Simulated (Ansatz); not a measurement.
Job for Ansatz (a first-principles code): R-CCSD(T)/def2-SVP on H2SSn (SMILES [SH][SnH]), a point of a torsion scan. Elements past Kr take the def2 small-core potentials; no spin–orbit coupling. The run froze 14 orbitals, filled d shells among them.

Ansatz 0.2 input:
```yaml
crystal:
  periodic: [false, false, false]
  atoms:
    - {symbol: S, position_ang: [-1.25620652, 0.54395942, 0.45310060]}
    - {symbol: Sn, position_ang: [1.06602490, 0.59606173, -0.31833239]}
    - {symbol: H, position_ang: [-1.61999836, -0.47049450, -0.32490894]}
    - {symbol: H, position_ang: [1.04130916, 2.34024278, -0.96086800]}
basis:
  gaussian:
    orbitals: def2-SVP
magnetization: {spin_polarized: false}
correlation: {method: ccsd_t, electrons: outside_noble_gas}
scf: {lower_state_search: off}
```

The log:

```
WARN ansatz: RAYON_NUM_THREADS=1 ignored (pool sized by the plan → 1); use --threads N
Functional definition: HF
these checks for a lower state are left out or cut short: stability, starts, cluster_reference, orbital_swaps, neighbouring_geometries, increment
integrals: 0.02 GiB planned
606 factors; integrals over basis functions are off by at most 5.7e-4 eV
mean field: 0.11 GiB planned
mean field evaluation 1: about -16650.1927 eV, gradient 1.4e1 eV
mean field evaluation 2: about -16650.2325 eV, gradient 1.4e1 eV
mean field evaluation 4: about -16651.1101 eV, gradient 1.4e0 eV
mean field evaluation 8: about -16651.1268 eV, gradient 2.5e-4 eV
mean field -16651.12682386 eV, -611.9176242378 hartree, gradient 1.7e-6 eV, S^2 0.000000; 0 other end points of the search recorded, 0 dependent functions left out
14 core orbitals not correlated
reference -16651.12682386 eV, -611.9176242378 hartree; 6, 6 occupied and 34, 34 virtual orbitals, 606 factors
second order -5.41154580 eV of doubles, -0.00000000 eV of singles
coupled cluster: 0.08 GiB planned
cycle   1  -6.04901040 eV  change   -6.4e-1 eV  update   7.6e-2
cycle   2  -6.31266144 eV  change   -2.6e-1 eV  update   2.9e-2
cycle   3  -6.34942955 eV  change   -3.7e-2 eV  update   1.3e-2
cycle   4  -6.34682603 eV  change    2.6e-3 eV  update   5.6e-3
cycle   5  -6.34632248 eV  change    5.0e-4 eV  update   2.8e-3
cycle   6  -6.34625864 eV  change    6.4e-5 eV  update   1.4e-3
cycle   7  -6.34634886 eV  change   -9.0e-5 eV  update   6.6e-4
cycle   8  -6.34652995 eV  change   -1.8e-4 eV  update   2.8e-4
cycle   9  -6.34649792 eV  change    3.2e-5 eV  update   1.4e-4
cycle  10  -6.34649905 eV  change   -1.1e-6 eV  update   6.1e-5
cycle  11  -6.34650640 eV  change   -7.3e-6 eV  update   2.5e-5
cycle  12  -6.34650193 eV  change    4.5e-6 eV  update   8.2e-6
perturbative correction -0.17956937 eV, -0.0065990526 hartree
Total energy: -16657.65289517 eV, -612.1574529347 hartree
Checks for a lower state left out: stability, starts, cluster_reference, orbital_swaps, neighbouring_geometries, increment
```

The run converged.

Cost: around 0.8 core-seconds (rough).
